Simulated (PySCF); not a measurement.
Compound: C5H6F3N.
Numbering: `[H]/[N:1]=[C:2]1\[CH2:3][CH2:4][C@H:5]1[C:6]([F:7])([F:8])[F:9]` (hydrogens: H10 on N1; H11, H12 on C3; H13, H14 on C4; H15 on C5)

The same species was optimised twice, with GFN2-xTB and with PBE0-D3(BJ)/def2-SVP (PySCF), and the same property calculations (PySCF, gas phase) were run on both structures.

```
     coordinate  GFN2-xTB  PBE0-D3(BJ)/def2-SVP  change
      N1=C2 (Å)     1.244                 1.257  +0.013
      C5–C6 (Å)     1.515                 1.506  -0.009
      C3–C4 (Å)     1.540                 1.548  +0.008
      C2–C5 (Å)     1.516                 1.524  +0.008
      C2–C3 (Å)     1.512                 1.520  +0.008
      C6–F8 (Å)     1.347                 1.340  -0.007
      C6–F7 (Å)     1.335                 1.329  -0.006
      C4–C5 (Å)     1.544                 1.548  +0.004
      C6–F9 (Å)     1.342                 1.340  -0.002
   C2–C5–C6 (°)     113.6                 116.0    +2.4
   C4–C5–C6 (°)     113.8                 115.8    +2.0
   F7–C6–F8 (°)     106.5                 107.8    +1.3
   C5–C6–F7 (°)     113.1                 111.9    -1.2
   N1–C2–C5 (°)     128.6                 129.8    +1.2
   N1–C2–C3 (°)     139.0                 137.9    -1.1
   F8–C6–F9 (°)     106.0                 107.0    +1.0
   C5–C6–F9 (°)     112.4                 111.4    -1.0
C4–C5–C6–F7 (°)       174                   174       0
```

Rotational constants: A = 2604, B = 1428, C = 1147 MHz (GFN2-xTB) against A = 2605, B = 1408, C = 1127 MHz (PBE0-D3(BJ)/def2-SVP). Point groups within 0.08 Å: C1 and C1.

On the GFN2-xTB structure: lowest singlet, TDDFT (eV) 5.00 [PBE0/def2-SVPD]; lowest triplet, Tamm–Dancoff (eV) 4.24 [PBE0/def2-SVPD]; isotropic polarisability (au) 66.0 [PBE0/def2-SVPD]; HOMO (eV) -7.69 [PBE0/def2-SVPD]; LUMO (eV) -0.76 [PBE0/def2-SVPD]; dipole (D) 3.85 [PBE0/def2-SVPD]; HOMO (eV) -7.63 [PBE0/pcSseg-1]; LUMO (eV) -0.59 [PBE0/pcSseg-1]; dipole (D) 3.73 [PBE0/pcSseg-1]; GIAO shielding of N1 (ppm) -89.1 [PBE0/pcSseg-1]; GIAO shielding of C2 (ppm) 9.6 [PBE0/pcSseg-1]; GIAO shielding of C3 (ppm) 147.8 [PBE0/pcSseg-1]; GIAO shielding of C4 (ppm) 172.3 [PBE0/pcSseg-1]; GIAO shielding of C5 (ppm) 130.3 [PBE0/pcSseg-1]; GIAO shielding of C6 (ppm) 51.8 [PBE0/pcSseg-1]; GIAO shielding of F7/F8/F9 (mean) (ppm) 257.7 [PBE0/pcSseg-1].

**Question.** What do these properties become on the PBE0-D3(BJ)/def2-SVP structure?

**Answer.** 
```
                                    property           level  on GFN2-xTB  on PBE0-D3(BJ)/def2-SVP  change
                  lowest singlet, TDDFT (eV)  PBE0/def2-SVPD         5.00                     5.13   +0.13
           lowest triplet, Tamm–Dancoff (eV)  PBE0/def2-SVPD         4.24                     4.35   +0.11
               isotropic polarisability (au)  PBE0/def2-SVPD         66.0                     66.5    +0.5
                                   HOMO (eV)  PBE0/def2-SVPD        -7.69                    -7.86   -0.17
                                   LUMO (eV)  PBE0/def2-SVPD        -0.76                    -0.81   -0.05
                                  dipole (D)  PBE0/def2-SVPD         3.85                     3.92   +0.07
energy, GFN2-xTB geometry as zero (kcal/mol)  PBE0/def2-SVPD          0.0                     -0.9    -0.9
                                   HOMO (eV)   PBE0/pcSseg-1        -7.63                    -7.80   -0.17
                                   LUMO (eV)   PBE0/pcSseg-1        -0.59                    -0.66   -0.07
                                  dipole (D)   PBE0/pcSseg-1         3.73                     3.78   +0.05
energy, GFN2-xTB geometry as zero (kcal/mol)   PBE0/pcSseg-1          0.0                     -0.8    -0.8
                  GIAO shielding of N1 (ppm)   PBE0/pcSseg-1        -89.1                    -90.1    -1.0
                  GIAO shielding of C2 (ppm)   PBE0/pcSseg-1          9.6                      3.6    -6.0
                  GIAO shielding of C3 (ppm)   PBE0/pcSseg-1        147.8                    145.8    -2.0
                  GIAO shielding of C4 (ppm)   PBE0/pcSseg-1        172.3                    170.2    -2.1
                  GIAO shielding of C5 (ppm)   PBE0/pcSseg-1        130.3                    129.9    -0.4
                  GIAO shielding of C6 (ppm)   PBE0/pcSseg-1         51.8                     54.1    +2.3
     GIAO shielding of F7/F8/F9 (mean) (ppm)   PBE0/pcSseg-1        257.7                    261.6    +3.9
```

The heavy atoms differ by 0.054 Å rms after alignment. Among bonds between heavy atoms N1=C2 changes most (+0.013 Å). Changes are differences of the printed values. Neither structure is proved a minimum here.

Shape of the structure used: `[H]/[N:1]=[C:2]1\[CH2:3][CH2:4][C@H:5]1[C:6]([F:7])([F:8])[F:9]`: C4–C5–C6–F7 174°.
